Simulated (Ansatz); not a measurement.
A structure relaxed at PBE0-D4/def2-TZVP, charge 0, multiplicity 1:

| atom | x (Å) | y (Å) | z (Å) |
| --- | --- | --- | --- |
| C1 | 0.425 | 0.037 | -0.940 |
| B2 | 0.138 | -0.424 | 0.508 |
| C3 | -0.930 | 0.303 | 1.340 |
| N4 | -1.731 | 0.847 | 1.966 |
| H5 | 0.704 | 1.098 | -0.939 |
| H6 | 1.196 | -0.535 | -1.454 |
| H7 | -0.502 | 0.002 | -1.527 |
| H8 | 0.699 | -1.329 | 1.047 |

**Question.** Give its formula and SMILES.

**Answer.** C2H4BN, `CBC#N`.

**Question.** Point group (tolerance 0.08 Å, 0.16 Å for H)?

**Answer.** Cs.

**Question.** Summarise the bond lengths by kind.

**Answer.** 2 × B–C 1.537 to 1.547 Å; 3 × C–H 1.089 to 1.098 Å; 1 × B–H 1.193 Å; 1 × C–N 1.153 Å.

Results of the Gaussian-basis code of Ansatz.
